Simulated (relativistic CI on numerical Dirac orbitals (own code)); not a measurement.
## Level scheme of Ru⁴⁰⁺

Calculated at this level of theory: Dirac-Coulomb-Breit CI, KLI orbitals optimised for each configuration, QED by a radiative potential, unscaled Slater integrals (own radial code, finite nucleus).

Configurations in the expansion (outside the closed core 1s2): 2s2, 2s 2p, 2p2, 2p 3s, 2p 3p, 2s 3s, 2s 3p, 2s 3d, 2s 4s, 2s 4p, 2s 4d, 2s 4f, 3s2, 3s 3p, 3p2. Levels of other configurations are missing.

```tsv
No.	Configuration	Term	J	E (10³ cm⁻¹)	%	Landé g
1	2s2	1S	0	0.0	97	
2	2s 2p	3P°	0	644.0	100	
3	2s 2p	3P°	1	776.4	82	1.396
4	2s 2p	3P°	2	1854.1	100	1.488
5	2p2	3P	0	1862.0	75	
6	2s 2p	1P°	1	2288.9	82	1.077
7	2p2	3P	1	2898.2	100	1.489
8	2p2	1D	2	3004.2	59	1.191
9	2p2	3P	2	4173.0	59	1.284
10	2p2	1S	0	4504.1	75	
11	2s 3s	3S	1	27911.6	99	1.990
12	2s 3s	1S	0	28044.2	98	
13	2s 3p	3P°	0	28229.8	100	
14	2s 3p	3P°	1	28235.9	68	1.329
15	2s 3p	1P°	1	28553.8	51	1.193
16	2s 3p	3P°	2	28584.5	100	1.493
17	2s 3d	3D	1	28722.6	92	0.503
18	2p 3s	3P°	0	28733.8	100	
19	2s 3d	3D	2	28760.4	90	1.144
20	2p 3s	3P°	1	28805.2	58	1.303
21	2s 3d	3D	3	28843.4	100	1.327
22	2s 3d	1D	2	28937.8	90	1.012
23	2p 3p	3D	1	28950.3	67	0.649
24	2p 3p	3P	0	29135.9	72	
25	2p 3p	3P	1	29366.6	45	1.478
26	2p 3p	3D	2	29378.0	58	1.164
27	2p 3s	3P°	2	29966.8	100	1.490
28	2p 3s	1P°	1	30022.9	69	1.137
29	2p 3p	3P	1	30247.1	55	1.422
30	2p 3p	3D	2	30265.9	40	1.185
31	2p 3p	3D	3	30531.3	100	1.325
32	2p 3p	1P	1	30536.5	49	1.408
33	2p 3p	3P	2	30672.6	59	1.289
34	2p 3p	1S	0	30802.5	72	
35	2s 4s	3S	1	37522.2	100	1.992
36	2s 4s	1S	0	37571.4	100	
37	2s 4p	3P°	0	37644.4	100	
38	2s 4p	3P°	1	37648.8	71	1.348
39	2s 4p	3P°	2	37792.3	100	1.495
40	2s 4p	1P°	1	37804.3	71	1.144
41	2s 4d	3D	1	37857.3	100	0.499
42	2s 4d	3D	2	37865.7	87	1.139
43	2s 4d	3D	3	37901.3	100	1.329
44	2s 4d	1D	2	37932.1	87	1.021
45	2s 4f	3F°	2	37942.9	100	0.665
```

Energies count from the lowest computed level; ° marks odd parity.

The mean weight of the leading LS term, summed over parents, in these 45 levels is 82 %, and that of the leading jj configuration (from the same eigenvectors) 97 %, so jj coupling describes them better and the LS labels are nominal.

At this charge energies of transitions that change n are usually good to better than 1 %, and those within a shell (Δn = 0) to a few per cent.

LS names give the leading component of a level, which can be under half, so a name can repeat, a term be missing and a line seem to break the LS rules.
